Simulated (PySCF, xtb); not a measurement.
C₂H₆B, SMILES C[B]C (connectivity only; charge and spin as stated), charge +1, multiplicity 1.

GFN2-xTB (xtb) at its own geometry gives an orbital gap of 5.12 eV.

The structure is a stationary point at r2SCAN-D4/def2-TZVP. The spin state was assumed, not searched. The isomer is the one that the SMILES or the coordinates give; other isomers of the formula were not compared.

Task: What does r2SCAN/def2-TZVPD in PySCF give? (Estimate from the structure and the level; the computed values follow.)

Result: gap 7.95 eV (levels -16.04 and -8.09 eV).
